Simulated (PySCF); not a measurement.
Job file and geometry (Å, from GFN2-xTB) of an NMR shielding run on `O=COc1cccc(B(F)F)c1`, C₇H₅BF₂O₂, PySCF 2.14.0, density-fitted response routines, GIAO PBE0/pcSseg-1 NMR shielding, non-relativistic, gas phase; density fitting, a coarse starting grid and PySCF grid level 2 are the driver's defaults:

```
$ OMP_NUM_THREADS=1 python probes_run.py task.json out

{"job": {"kind": "nmr", "xc": "PBE0", "basis": "pcSseg-1"}, "charge": 0, "multiplicity": 1}
O      2.517298     0.601214    -2.507281
C      2.806780    -0.245484    -1.718074
O      2.124144    -0.649243    -0.655125
C      0.905698    -0.087253    -0.283564
C      0.569478     1.240946    -0.509864
C     -0.657024     1.709892    -0.066095
C     -1.534218     0.874882     0.597591
C     -1.202562    -0.463354     0.839945
B     -2.183034    -1.412738     1.586341
F     -3.360659    -1.020432     2.032090
F     -1.908672    -2.679837     1.829028
C      0.032618    -0.931061     0.387553
H      3.724835    -0.856385    -1.770842
H      1.247694     1.899299    -1.027632
H     -0.920945     2.741200    -0.242825
H     -2.487097     1.247632     0.940603
H      0.318667    -1.957249     0.558242
```

**Question.** What does the program print?

**Answer.** 
```
coarse grid: 16136 points
cycle   1  E = -643.8218021948  dE =  2.315e+00  |g| = 1.034e+00  |ddm| = 4.200e+00
cycle   2  E = -643.4268532297  dE =  3.949e-01  |g| = 1.802e+00  |ddm| = 1.746e+00
cycle   3  E = -643.9944498207  dE = -5.676e-01  |g| = 3.367e-01  |ddm| = 1.272e+00
cycle   4  E = -644.0146230820  dE = -2.017e-02  |g| = 8.157e-02  |ddm| = 2.698e-01
cycle   5  E = -644.0155996975  dE = -9.766e-04  |g| = 2.678e-02  |ddm| = 5.775e-02
cycle   6  E = -644.0157449103  dE = -1.452e-04  |g| = 7.316e-03  |ddm| = 2.462e-02
cycle   7  E = -644.0157557731  dE = -1.086e-05  |g| = 2.570e-03  |ddm| = 8.433e-03
cycle   8  E = -644.0157572739  dE = -1.501e-06  |g| = 6.946e-04  |ddm| = 2.843e-03
final grid: 162152 points
cycle   9  E = -644.1153119279  dE = -5.791e-05  |g| = 1.283e-02  |ddm| = 5.022e-02
cycle  10  E = -644.1152755915  dE =  3.634e-05  |g| = 1.922e-02  |ddm| = 2.150e-02
cycle  11  E = -644.1153420234  dE = -6.643e-05  |g| = 2.165e-03  |ddm| = 1.244e-02
cycle  12  E = -644.1153428428  dE = -8.193e-07  |g| = 6.420e-04  |ddm| = 1.750e-03
cycle  13  E = -644.1153429118  dE = -6.907e-08  |g| = 1.859e-04  |ddm| = 5.486e-04
cycle  14  E = -644.1153429189  dE = -7.029e-09  |g| = 4.258e-05  |ddm| = 1.840e-04
cycle  15  E = -644.1153429192  dE = -3.392e-10  |g| = 1.696e-05  |ddm| = 4.748e-05
converged SCF energy = -644.1153429192

GIAO shielding tensors (ppm)
atom      isotropic    diamagn.    paramagn.     s11        s22        s33       span
  0 O     -110.838     402.384    -513.223   -412.387   -219.604    299.476    711.863
  1 C       23.976     241.960    -217.984    -84.087     71.736     84.279    168.366
  2 O       88.631     402.122    -313.492    -74.899    129.494    211.296    286.195
  3 C       29.701     258.923    -229.222    -64.784     43.425    110.462    175.246
  4 C       53.444     256.837    -203.393    -34.697     20.160    174.869    209.566
  5 C       52.726     255.713    -202.987    -55.315     36.959    176.533    231.848
  6 C       46.382     253.844    -207.463    -67.225     25.626    180.745    247.970
  7 C       55.833     257.038    -201.205    -38.646     19.506    186.638    225.284
  8 B       76.188     196.826    -120.638     65.898     77.718     84.948     19.050
  9 F      262.785     466.152    -203.367     97.386    306.076    384.894    287.507
 10 F      263.300     468.089    -204.789     98.668    306.763    384.470    285.802
 11 C       52.083     253.751    -201.667    -42.726     31.316    167.660    210.386
 12 H       23.367      24.234      -0.867     18.350     23.946     27.806      9.456
 13 H       22.951      33.064     -10.113     17.704     22.738     28.411     10.707
 14 H       23.892      30.944      -7.053     20.256     24.563     26.857      6.601
 15 H       23.591      31.489      -7.898     19.619     23.113     28.041      8.422
 16 H       23.721      32.966      -9.244     19.270     22.688     29.206      9.936
```

Size and cost of the density-fitted run: 229 basis functions, 2.4 min wall time on 1 thread of an Intel Xeon, shared host; peak memory 0.97 GiB.
